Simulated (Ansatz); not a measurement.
The first iterations of a band of BF2HO + ClH (7 atoms, charge 0, multiplicity 1).

The calculation used Ansatz, RHF/def2-SVP.

* movable images: 7
* climbing image: yes
* spring: 5.0 eV/Å²
* optimiser: quadratic models (default)
* start path: through a guess of the saddle point
* force threshold: 0.03 eV/Å
* iteration limit: 60
* end points: relaxed

First end point:

```xyz
7
Properties=species:S:1:pos:R:3
B -0.099 -0.409 0.048
O -0.161 -0.408 1.382
H -1.029 -0.538 1.736
F 1.049 -0.229 -0.545
F -1.166 -0.601 -0.692
Cl 0.023 3.008 1.179
H 0.623 2.062 1.787
```

Last end point:

```xyz
7
Properties=species:S:1:pos:R:3
B -0.024 0.464 -0.031
O 0.018 0.013 1.645
H -0.776 -0.442 1.903
F 1.094 -0.061 -0.509
F -1.167 -0.125 -0.396
Cl -0.065 2.287 0.051
H 0.160 0.748 2.232
```

| iteration | highest image above the first end (eV) | largest band force component (eV/Å) |
| --- | --- | --- |
| 1 | 3.781 | 6.071 |
| 2 | 1.992 | 3.433 |
| 3 | 1.641 | 6.693 |
| 4 | 1.615 | 4.009 |

Problem. Does the band converge within its limit, and where does its top end?

Solution. The forces met the threshold. It ended after 12 iterations with the highest image 1.595 eV above the first end. A vibrational analysis at the climbing image gives one clearly imaginary mode, 1335i cm⁻¹: a first-order saddle point. The orbitals stay closed-shell, which can raise the energy where a bond breaks towards radicals; this wasn't checked here.

Run time: 92 s on 1 thread of Arm Neoverse V2, with other jobs on the host, peak memory 0.15 GiB.
